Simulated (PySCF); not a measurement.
# Ionising CoO

PBE0; PySCF, no relativity, basis sets Co def2-TZVPPD, O def2-TZVPPD. Neutral (UKS): quartet (π ↑↑, δ ↑), Re = 1.613 Å, ωe = 912 cm⁻¹, HOMO -6.34 eV, LUMO -3.17 eV.

CoO⁺ (UKS): quintet (σ ↑, π ↑↑, δ ↑), Re = 1.623 Å, ωe = 773 cm⁻¹. The energies at the minima are -1457.64747 hartree for CoO and -1457.33659 for CoO⁺.

Task: Work out the adiabatic ionisation energy, without and with harmonic zero-point energies (1 hartree = 27.2114 eV, 1 eV = 8065.5 cm⁻¹), and the change of the bond length.

Result: At PBE0: 0.31088 hartree = 8.459 eV between the minima; the zero-point term (773.0 − 912.0)/2 cm⁻¹ = -0.009 eV makes it 8.451 eV. Re changes by +1.0 pm against the neutral. The electron leaves a σ orbital; in so polar a molecule the change of length follows mostly from the change of the ionic charges.

CoO⁻ (UKS): quintet (σ ↑, π ↑↑, δ ↑), Re = 1.669 Å, ωe = 824 cm⁻¹. The energies at the minima are -1457.64747 hartree for CoO and -1457.70219 for CoO⁻.

Task: Work out the adiabatic electron affinity, without and with harmonic zero-point energies (1 hartree = 27.2114 eV, 1 eV = 8065.5 cm⁻¹), and the change of the bond length.

Result: At PBE0: 0.05472 hartree = 1.489 eV between the minima; the zero-point term (912.0 − 824.0)/2 cm⁻¹ = +0.005 eV makes it 1.494 eV. Re changes by +5.6 pm against the neutral. The electron enters a σ orbital; in so polar a molecule the change of length follows mostly from the change of the ionic charges.

De is left out where the level can put another filling of the metal’s s and d shells below the measured ground configuration, by anything from nothing to about 1 eV. The highest Kohn–Sham level is positive in this anion. Much of that is self-interaction error, but it also means that the finite basis helps to hold the extra electron. The state is the lowest single determinant that the PBE0 search found; with open d or f shells the true ground state can be another one.
